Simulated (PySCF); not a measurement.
## Molecular orbitals of MgGe

PW91 at R = 2.604 Å; basis Mg def2-SVPD, Ge def2-SVPD; no relativity; PySCF 2.14. State: ³Σ⁻ (triplet), unpaired electrons π ↑↑. Only the outer orbitals are listed, counted within each symmetry.

| spin | orbital | occ. | ε (eV) | on Mg (%) | main shells (%) |
| --- | --- | --- | --- | --- | --- |
| α | 10σ | 1 | -11.46 | 9 | 90 Ge s |
| α | 11σ | 1 | -5.73 | 60 | 60 Mg s, 35 Ge p |
| α | 5π | 1 | -4.15 | 17 | 83 Ge p, 14 Mg p |
| α | 5π | 1 | -4.15 | 17 | 83 Ge p, 14 Mg p |
| α | 12σ | 0 | -3.38 | 61 | 35 Ge p, 31 Mg p, 30 Mg s |
| α | 6π | 0 | -1.29 | 83 | 82 Mg p, 12 Ge p |
| α | 6π | 0 | -1.29 | 83 | 82 Mg p, 12 Ge p |
| β | 10σ | 1 | -10.17 | 13 | 87 Ge s |
| β | 11σ | 1 | -5.38 | 81 | 81 Mg s, 15 Ge p |
| β | 12σ | 0 | -3.20 | 49 | 45 Ge p, 42 Mg p |
| β | 5π | 0 | -2.79 | 40 | 60 Ge p, 38 Mg p |
| β | 5π | 0 | -2.79 | 40 | 60 Ge p, 38 Mg p |

Problem. Which are the highest filled and the lowest empty level, where do they sit, and how wide is the gap?

Solution. Highest filled α 5π at -4.15 eV (in %: 83 Ge p, 14 Mg p); lowest empty α 12σ at -3.38 eV (in %: 35 Ge p, 31 Mg p, 30 Mg s); the gap at PW91 is 0.77 eV.

| Item | Value |
| --- | --- |
| bond order (Mayer) | 1.33 |
| ⟨S²⟩ | 2.066 |
| charge on Mg (Mulliken, basis-dependent) | 0.02 |
| charge on Mg (Löwdin, basis-dependent) | 0.05 |
| dipole moment (positive dipole means Mg(−)Ge(+)) | -3.04 D |

Spin–orbit coupling is left out. The state was picked by a PBE0 search and need not be the measured ground state.
